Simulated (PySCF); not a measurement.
C7H9OPS.
Z-matrix (Å and degrees, PBE0-D3(BJ)/def2-SVP geometry), rows numbered from 1:
```
C 
S   1  1.8144
C   2  1.7464  1  100.39
O   3  1.3573  2  116.40  1    63.68
C   4  1.3356  3  111.77  2   177.84
P   5  1.7071  4  116.08  3    -0.96
C   3  1.3687  2  128.83  1  -119.49
C   7  1.4747  3  124.41  2     3.81
C   8  1.5101  7  120.52  3  -136.97
C   9  1.4925  8   60.21  7  -109.91
H   1  1.0987  2  106.39  3  -178.33
H   1  1.0983  2  110.50  3   -60.00
H   1  1.0987  2  110.99  3    62.66
H   5  1.0908  4  113.89  3   179.07
H   8  1.0946  7  113.18  3     7.08
H   9  1.0931  8  117.50 10  -109.07
H   9  1.0939  8  117.07 10   108.56
H  10  1.0944  8  117.19  9  -108.46
H  10  1.0930  8  117.68  9   109.27
```

Theory: TDDFT CAM-B3LYP/def2-SVPD, vertical, gas phase, core orbitals frozen in the response (PySCF 2.14.0, density-fitted response routines).

Kohn–Sham orbitals with the atoms that hold most of them (Löwdin shares over 4%, at most four atoms; ? is withheld):

```json
{"orbital": "LUMO+2", "ε (eV)": "1.42", "atoms": "S2 30%, C1 8%, C3 7%, C7 7%"}
{"orbital": "LUMO+1", "ε (eV)": "0.88", "atoms": "S2 30%, C7 15%, P6 12%, C1 10%"}
{"orbital": "LUMO", "ε (eV)": "0.03", "atoms": "P6 30%, C5 29%, O4 15%, C7 7%"}
{"orbital": "HOMO", "ε (eV)": "?", "atoms": "?"}
{"orbital": "HOMO-1", "ε (eV)": "-8.46", "atoms": "?"}
{"orbital": "HOMO-2", "ε (eV)": "-8.73", "atoms": "S2 42%, C3 14%, C1 8%, C7 6%"}
{"orbital": "HOMO-3", "ε (eV)": "-9.56", "atoms": "P6 52%, C7 11%, C5 6%, S2 5%"}
```

Give the leading atoms of the HOMO-1.

P6 (bonded to 2 C) 31%; C7 (bonded to 2 C and P) 15%; C5 (bonded to O, P and H) 14%; O4 (bonded to 2 C) 14%. By element: phosphorus 31%, carbon 29% or more, oxygen 14%.

Which atoms hold the HOMO, and with what shares?

S2 (bonded to 2 C) 28%; C3 (bonded to C, O and S) 17%; C5 (bonded to O, P and H) 16%; C7 (bonded to 2 C and P) 10%. By element: carbon 42% or more, sulfur 28%.

What is the HOMO energy, and the HOMO–LUMO gap?

ε(HOMO) = -7.63 eV; the gap is 7.66 eV (0.2815 hartree).

The HOMO–LUMO gap is 7.66 eV. Where does the response calculation put the lowest singlet, and from which orbitals?

S1 is at 4.84 eV (f = 0.073), 2.82 eV below the gap, made of HOMO→LUMO (89%). Without the coupling terms of the response equations the lowest excitation would equal the gap.

Next come S2 at 5.33 eV (f 0.013), HOMO→LUMO+1 (47%), HOMO-1→LUMO (22%), HOMO-2→LUMO (16%); S3 at 5.61 eV (f 0.057), HOMO-1→LUMO (58%), HOMO-2→LUMO (15%), HOMO-2→LUMO+1 (9%); S4 at 5.83 eV (f 0.037), HOMO-3→LUMO (56%), HOMO-2→LUMO (18%), HOMO→LUMO+1 (9%); S5 at 6.12 eV (f 0.0010), HOMO→LUMO+2 (35%), HOMO→LUMO+6 (18%).

Löwdin shares depend on the basis, the more so with diffuse functions.

One conformer stands for the species.
